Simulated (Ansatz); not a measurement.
CH5GeNSe, SMILES `[NH2][GeH2][CH]=[Se]`, relaxed with RKS PBE0-D4/def2-TZVP in Ansatz from a PBE-D4/def2-SVP geometry. The force threshold is 0.005 eV/Å; the program also tests the step.

The species carries charge 0 and has multiplicity 1.

Start:

```xyz
9

N    -1.449   -0.099    0.866
Ge   -0.022    0.791    0.097
C     1.235   -0.430   -0.829
Se    0.931   -2.170   -0.977
H    -1.868   -0.764    0.200
H    -1.137   -0.662    1.668
H     0.731    1.550    1.223
H    -0.572    1.794   -0.955
H     2.152   -0.009   -1.294
```

```json
{"step": "1", "energy (eV)": "-124458.7827", "largest force (eV/Å)": "0.708", "largest move (Å)": "0.000"}
{"step": "2", "energy (eV)": "-124458.8130", "largest force (eV/Å)": "0.210", "largest move (Å)": "0.035"}
{"step": "3 (rejected)", "energy (eV)": "-124458.8108", "largest force (eV/Å)": "0.314", "largest move (Å)": "0.051"}
{"step": "4", "energy (eV)": "-124458.8189", "largest force (eV/Å)": "0.051", "largest move (Å)": "0.025"}
{"step": "5", "energy (eV)": "-124458.8191", "largest force (eV/Å)": "0.062", "largest move (Å)": "0.030"}
{"step": "6", "energy (eV)": "-124458.8196", "largest force (eV/Å)": "0.015", "largest move (Å)": "0.017"}
{"step": "7", "energy (eV)": "-124458.8197", "largest force (eV/Å)": "0.003", "largest move (Å)": "0.019"}
{"step": "8", "energy (eV)": "-124458.8198", "largest force (eV/Å)": "0.023", "largest move (Å)": "0.030"}
{"step": "9", "energy (eV)": "-124458.8198", "largest force (eV/Å)": "0.012", "largest move (Å)": "0.009"}
{"step": "10", "energy (eV)": "-124458.8199", "largest force (eV/Å)": "0.017", "largest move (Å)": "0.026"}
{"step": "11 (rejected)", "energy (eV)": "-124458.8194", "largest force (eV/Å)": "0.077", "largest move (Å)": "0.047"}
{"step": "12", "energy (eV)": "-124458.8199", "largest force (eV/Å)": "0.016", "largest move (Å)": "0.015"}
{"step": "13", "energy (eV)": "-124458.8199", "largest force (eV/Å)": "0.014", "largest move (Å)": "0.005"}
{"step": "14", "energy (eV)": "-124458.8199", "largest force (eV/Å)": "0.010", "largest move (Å)": "0.007"}
{"step": "15", "energy (eV)": "-124458.8199", "largest force (eV/Å)": "0.007", "largest move (Å)": "0.003"}
{"step": "16", "energy (eV)": "-124458.8200", "largest force (eV/Å)": "0.004", "largest move (Å)": "0.003"}
```

End:

```xyz
9

N    -1.420   -0.102    0.882
Ge   -0.020    0.777    0.099
C     1.234   -0.426   -0.824
Se    1.035   -2.165   -0.895
H    -1.984   -0.613    0.216
H    -1.122   -0.760    1.591
H     0.760    1.522    1.195
H    -0.585    1.759   -0.942
H     2.103    0.009   -1.321
```

It took 23 s on 4 threads of an AMD EPYC 9R45 on a shared host, with 0.62 GiB of host memory at the peak.
